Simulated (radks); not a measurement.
Os57+, configuration [Ar] 3d1 (the NIST ground configuration).

Method: scalar-relativistic Kohn-Sham, BLYP, spin-polarised, spherical densities, finite nucleus; open shells are filled with parallel spins first (spin-orbit coupling, left out, can overturn this in heavy ions); Fermi nuclear charge, rms radius 5.4126 fm; computed with a radial shooting solver on a logarithmic mesh with Libxc functionals.

Energy parts (eV):
| part | energy |
|---|---|
| total | -379423.46 |
| kinetic | 428912.26 |
| electron-nucleus | -847795.97 |
| Hartree | 44622.39 |
| exchange-correlation | -5162.15 |

Orbitals (lengths in bohr, moments of r in powers of bohr):
1s up: occ. 1; eigenvalue (eV) -77999.05; <r> 0.01774; <r^2> 0.0004334
1s down: occ. 1; eigenvalue (eV) -77998.97; <r> 0.01774; <r^2> 0.0004334
2s up: occ. 1; eigenvalue (eV) -16909.23; <r> 0.07434; <r^2> 0.006533
2s down: occ. 1; eigenvalue (eV) -16903.04; <r> 0.07432; <r^2> 0.006530
2p up: occ. 3; eigenvalue (eV) -15270.72; <r> 0.06665; <r^2> 0.005416
2p down: occ. 3; eigenvalue (eV) -15265.79; <r> 0.06663; <r^2> 0.005412
3s up: occ. 1; eigenvalue (eV) -6529.342; <r> 0.1822; <r^2> 0.03786
3s down: occ. 1; eigenvalue (eV) -6522.279; <r> 0.1823; <r^2> 0.03789
3p up: occ. 3; eigenvalue (eV) -6045.292; <r> 0.1800; <r^2> 0.03744
3p down: occ. 3; eigenvalue (eV) -6038.092; <r> 0.1801; <r^2> 0.03748
3d up: occ. 1; eigenvalue (eV) -5602.369; <r> 0.1595; <r^2> 0.02937
3d down: occ. 0; eigenvalue (eV) -5593.138; <r> 0.1596; <r^2> 0.02942

The highest occupied level is 3d up at -5602.4 eV. Summed over all electrons, <r^2> = 0.3763 bohr^2, which gives a Langevin (diamagnetic) susceptibility term of -0.298 x 10^-6 cm^3/mol.
